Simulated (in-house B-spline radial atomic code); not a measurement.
LDA exchange-only excitations of the carbon ion C²⁺

Method: LDA exchange-only. Computed with an all-electron radial atomic-structure program (B-spline basis): linear response of the closed shell [He] 2s2 with the functional's adiabatic kernel; non-relativistic, point nucleus, no spin-orbit coupling, no double excitations, S, P, D and F terms only.

Command:
```bash
python run_td.py task.json out
```
Settings (radii: box in bohr, nucleus in fm):
```
Z                        6
electrons                4
configuration            [He] 2s2
hamiltonian              nr
method                   lda,
box_radius               29.48
intervals                49
```

Run time, properties included: 0.1 s on 1 thread of Arm Neoverse N1, with other jobs on the host.

The lowest states, in the order of their Tamm-Dancoff energies; the method's threshold (minus the highest occupied level) is 38.70 eV. Labels give the largest channel, * marks a mixed state, and oscillator strengths are full-response dipole values. Semilocal kernels can invert the small singlet-triplet splittings of Rydberg terms. Energies in eV:

| state | full response | Tamm-Dancoff | oscillator strength |
| --- | --- | --- | --- |
| 2s → 2p 3P | 4.276 | 5.275 | - |
| 2s → 2p 1P | 11.853 | 12.659 | 0.735 |
| 2s → 3s 3S | 26.777 | 26.797 | - |
| 2s → 3s 1S | 28.007 | 28.031 | - |
| 2s → 3p 3P | ? | ? | - |
| 2s → 3p 1P | 29.292 | 29.304 | 0.192 |
| 2s → 3d 3D | 30.28 | 30.31 | - |
| 2s → 3d 1D | 30.92 | 30.92 | - |
| 2s → 4s 3S | 33.37 | 33.37 | - |
| 2s → 4s 1S | 33.68 | 33.68 | - |
| 2s → 4p 3P | 34.03 | 34.03 | - |
| 2s → 4p 1P | ? | ? | ? |
| 2s → 4d 3D | 34.57 | 34.58 | - |
| 2s → 4d 1D | 34.75 | 34.75 | - |

(1) Where does 2s → 3p 3P lie?

(2) Where does 2s → 4p 1P lie?

(3) How large is the singlet-triplet splitting of 2s → 2p (P terms) in Tamm-Dancoff?

(4) What polarisabilities and dispersion coefficient does the method give?

Results:

(1) At 28.809 eV in full response, 28.831 eV in Tamm-Dancoff.

(2) At 34.15 eV in full response, 34.15 eV in Tamm-Dancoff, oscillator strength 0.0545.

(3) 7.38 eV, from the unrounded values.

(4) Dipole 4.263 bohr³, quadrupole 5.723 bohr⁵, C6 6.585 hartree·bohr⁶ for two such species.
